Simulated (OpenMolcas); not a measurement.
# Ionisation energies of terbium

| Quantity | Value |
| --- | --- |
| Program | OpenMolcas 26.06 |
| Basis | ANO-RCC-VTZP [8s7p5d3f2g1h] |
| Scalar Hamiltonian | DKH2, point nucleus |
| Spin-orbit coupling | RASSI with atomic mean-field integrals over the reference wave functions, term energies averaged over their components |

Active shells in each charge state: the valence f shell, with orbitals averaged over the low states. Where CASPT2's correlated closed shells are named, they are those of the first ion.

A. CASSCF
B. SS-CASPT2, IPEA 0.25 Eh, imaginary shift 0.1 Eh (closed shells correlated: 5s 5p)
C. SS-CASPT2, IPEA 0.25 Eh, imaginary shift 0.1 Eh (closed shells correlated: 4d 5s 5p)
D. SS-CASPT2, IPEA 0 Eh, imaginary shift 0.1 Eh (closed shells correlated: 5s 5p)

Energies in eV between the lowest computed levels, named as in B; reference values from the NIST Atomic Spectra Database with their kind.

```tsv
From	To	A	B	C	D	Spin-orbit share in B	Reference
Tb2+ 4f9 6H* 15/2	Tb3+ 4f8 7F6	17.837	22.268	22.514	22.465	+0.180	21.820 (semi-empirical)
Tb3+ 4f8 7F6	Tb4+ 4f7 8S* 7/2	35.711	39.027	39.153	39.074	+0.333	39.330 (semi-empirical)
```

The lowest level within the active space need not be the ion's true ground level.

* marks odd parity.
